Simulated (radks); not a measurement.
Results of a calculation; reference values are marked as such.
Task: The mean radii <r> (bohr) of the occupied orbitals of an atom or ion are listed with their occupations. Code: a radial shooting solver on a logarithmic mesh with Libxc functionals. Model: scalar-relativistic Kohn-Sham, BLYP, spin-polarised, spherical densities, point nucleus.

orbital  occ.      <r>
1s down     1  0.02274
1s up       1  0.02274
2s up       1  0.09700
2s down     1  0.09699
2p up       3  0.08546
2p down     3  0.08546
3s up       1   0.2550
3s down     1   0.2548
3p up       3   0.2534
3p down     3   0.2532
3d up       5   0.2311
3d down     5   0.2308
4s up       1   0.5798
4s down     1   0.5796
4p up       3   0.6143
4p down     3   0.6142
4d up       5   0.6730
4d down     5   0.6736
5s up       1    1.423
5s down     1    1.446
5p up       3    1.693
5p down     3    1.738
4f up       7    1.141

Name the element and its charge. Open shells, if any, are filled with parallel spins first.

Result: Z = 62, samarium, charge +1: Sm+ in [Xe] 4f7. The 1s radius gives Z: for a bare nucleus <r> = (2 gamma + 1)/(2Z) with gamma = sqrt(1 - (Z/c)^2), 0.02245 bohr for Z = 62, and screening makes it slightly larger (0.02274 here). The occupations add up to 61, and the charge is Z minus that.
